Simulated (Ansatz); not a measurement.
Reaction (ligand exchange at the Si–C bond): `N=C[SiH3]` + `ClB[SeH]` → `[SiH3][Se]BCl` + `C=N`

Gas-phase electronic energies from Ansatz, PBE0-D4/def2-TZVP geometries. CBS: MP2 limit from def2 TZ/QZ plus the TZ coupled-cluster correction, frozen cores. This one scheme is used for every species. Functionals use def2-TZVPP. B3LYP here is the variant with VWN-RPA as its local correlation; programs differ in this. For Se outer-core shells are correlated without core-valence functions, which leaves a few kJ/mol of doubt a bond. Scalar relativity is left out up to krypton. Each species was taken in one conformer, which may not be the lowest.

```json
{"level": "PBE-D4", "ΔE (kJ/mol)": "-69.2", "difference from CCSD(T)/CBS": "3.8"}
{"level": "r2SCAN-D4", "ΔE (kJ/mol)": "-70.8", "difference from CCSD(T)/CBS": "2.2"}
{"level": "PBE0-D4", "ΔE (kJ/mol)": "-72.9", "difference from CCSD(T)/CBS": "0.1"}
{"level": "B3LYP-D4", "ΔE (kJ/mol)": "-68.4", "difference from CCSD(T)/CBS": "4.6"}
{"level": "ωB97X-V", "ΔE (kJ/mol)": "-68.9", "difference from CCSD(T)/CBS": "4.1"}
{"level": "ωB97M-V", "ΔE (kJ/mol)": "-69.4", "difference from CCSD(T)/CBS": "3.6"}
{"level": "B2PLYP", "ΔE (kJ/mol)": "-68.8", "difference from CCSD(T)/CBS": "4.2"}
{"level": "PBE", "ΔE (kJ/mol)": "-67.0", "difference from CCSD(T)/CBS": "6.0"}
{"level": "r2SCAN", "ΔE (kJ/mol)": "-70.2", "difference from CCSD(T)/CBS": "2.8"}
{"level": "PBE0", "ΔE (kJ/mol)": "-70.8", "difference from CCSD(T)/CBS": "2.2"}
{"level": "B3LYP", "ΔE (kJ/mol)": "-64.7", "difference from CCSD(T)/CBS": "8.3"}
{"level": "HF/def2-TZVPP", "ΔE (kJ/mol)": "-71.1", "difference from CCSD(T)/CBS": "1.9"}
{"level": "MP2/def2-TZVPP", "ΔE (kJ/mol)": "-76.4", "difference from CCSD(T)/CBS": "-3.4"}
{"level": "SCS-MP2/def2-TZVPP", "ΔE (kJ/mol)": "-72.6", "difference from CCSD(T)/CBS": "0.4"}
{"level": "CCSD/def2-TZVPP", "ΔE (kJ/mol)": "-69.6", "difference from CCSD(T)/CBS": "3.4"}
{"level": "CCSD(T)/def2-TZVPP", "ΔE (kJ/mol)": "-70.0", "difference from CCSD(T)/CBS": "3.0"}
{"level": "HF/def2-QZVPP", "ΔE (kJ/mol)": "-70.5", "difference from CCSD(T)/CBS": "2.5"}
{"level": "MP2/def2-QZVPP", "ΔE (kJ/mol)": "-77.9", "difference from CCSD(T)/CBS": "-4.9"}
{"level": "SCS-MP2/def2-QZVPP", "ΔE (kJ/mol)": "-73.9", "difference from CCSD(T)/CBS": "-0.9"}
{"level": "HF/CBS(def2)", "ΔE (kJ/mol)": "-70.4", "difference from CCSD(T)/CBS": "2.6"}
{"level": "MP2/CBS(def2)", "ΔE (kJ/mol)": "-79.4", "difference from CCSD(T)/CBS": "-6.4"}
{"level": "CCSD/CBS(def2)", "ΔE (kJ/mol)": "-72.6", "difference from CCSD(T)/CBS": "0.4"}
{"level": "CCSD(T)/CBS", "ΔE (kJ/mol)": "-73.0", "difference from CCSD(T)/CBS": "0"}
```

Largest T1 diagnostic among the species: 0.012.

From PBE to PBE0 (25 % exact exchange), in def2-TZVPP and without D4, ΔE moves by −3.8 kJ/mol. The D4 term adds −3.7 kJ/mol with B3LYP and −2.1 kJ/mol with PBE0; it sums over pairs of atoms, weighted by their polarisabilities, and B3LYP, whose exchange is more repulsive, gets the larger term.
